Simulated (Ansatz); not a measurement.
Program: Ansatz. Geometries: PBE0-D4/def2-TZVP. ΔE: electronic, gas phase. CCSD(T)/CBS adds triple-zeta CCSD(T) − MP2 to the extrapolated MP2 energy (def2 sets, frozen cores). This one scheme is used for every species, atoms too. DFT in def2-TZVPP. B3LYP here is the variant with VWN-RPA as its local correlation; programs differ in this. HSE06 is defined as in plane-wave codes. No spin–orbit coupling; open shells (•) take unrestricted orbitals. Spin–orbit coupling would lower the free atoms: a little for B, C, O, S. One conformer a species, not always the lowest.

`SC1NBO1` → B• + C• + 4 H• + N• + O• + S•  (atomization)

Problem. What is ΔE at CCSD(T)/CBS? (Estimate.)

Solution. The calculation gave: +36.01 eV.

Problem. What do these levels give: LDA (SPW92), B3LYP-D4, HSE06-D4, BLYP, r2SCANh, r2SCAN0, CAM-B3LYP, CCSD/def2-SVP, MP2/def2-TZVPP, CCSD/def2-TZVPP, HF/def2-QZVPP, SCS-MP2/def2-QZVPP? (Estimate.)

Solution. Ansatz gave: LDA (SPW92) 42.63, B3LYP-D4 36.14, HSE06-D4 36.48, BLYP 35.89, r2SCANh 35.93, r2SCAN0 35.44, CAM-B3LYP 36.18, CCSD/def2-SVP 33.36, MP2/def2-TZVPP 35.92, CCSD/def2-TZVPP 34.14, HF/def2-QZVPP 24.77, SCS-MP2/def2-QZVPP 36.32 eV.

Problem. What do rigid-rotor, harmonic-oscillator terms from PBE0-D4/def2-TZVP frequencies (298.15 K, 1 bar) make of the CCSD(T)/CBS value? (An estimate is asked.)

Solution. Computed: ΔZPE = -1.64 eV, ΔH = +34.77 eV, ΔS = 946 J/(mol·K), ΔG = +31.85 eV. Open shells count their whole term as degenerate.

Largest T1 diagnostic among the species: 0.014.

From PBE to PBE0 (25 % exact exchange), in def2-TZVPP and without D4, ΔE moves by −1.00 eV: exact exchange takes away binding that semilocal exchange gives to molecules. The D4 term adds +0.32 eV with B3LYP and +0.16 eV with PBE0; it sums over pairs of atoms, weighted by their polarisabilities, and B3LYP, whose exchange is more repulsive, gets the larger term.

For atomizations the MP2-based limit and the directly extrapolated one differ by several kJ/mol either way, and by 10 to 25 for some Ge, Se and Sn compounds, so smaller differences from it don't rank the levels.
